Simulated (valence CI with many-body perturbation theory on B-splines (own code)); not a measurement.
# Questions on Cr¹¹⁺

Level of theory: relativistic CI+MBPT: three valence electrons over a frozen Dirac-Fock core [Ne], radial functions for each j: 11 s, 11 p, 10 d, 8 f, 5 g, 2 h, with the one-electron correlation potential Σ1, the two-electron term Σ2, the three-electron term Σ3, Breit, model QED; selected CI, second order for the rest, scaled by the run's own slope (own B-spline code, finite nucleus).

No measured levels were compared; by estimate levels of excited configurations hold to 0.05 to 0.15 % of their energy, terms of the ground configuration to about 0.5 %.

Rates and lifetimes use the calculated energies. Strong lines usually hold to 10 to 20 %, long lifetimes can be off by a factor of two.

Task: What is the ground level?

Result: 3s²3p ²P°_1/2, composition 97 % 3s²3p ²P°, g = 0.665.

Task: What is the ionisation energy?

Result: 298.24 eV; NIST lists 296.7 ± 0.6 eV (semi-empirical).

Task: Among levels below 181.05 eV, which E1 lines absorb most strongly from the ground level?

Result: to 3s²3d ²D_3/2 at 24.47 nm, f = 0.536; to 3s²4d ²D_3/2 at 7.582 nm, f = 0.234; to 3s3p² ²P_1/2 at 29.98 nm, f = 0.183.

Task: How is the term ²P° of the ground level split?

Result: J = 1/2 at 0.00, J = 3/2 at 1.52 eV.

Task: How well does LS coupling describe the low levels?

Result: Among the lowest 20 levels the leading LS term, summed over configurations, holds 93 % on average. For single configurations the figures are 85 % in LS and 62 % in jj coupling. Terms mix most in the J = 3/2 level at 68.40 eV, where the leading one holds 50 %.

Task: Where does the other parity begin?

Result: At 3s3p² ⁴P_1/2, 23.81 eV.
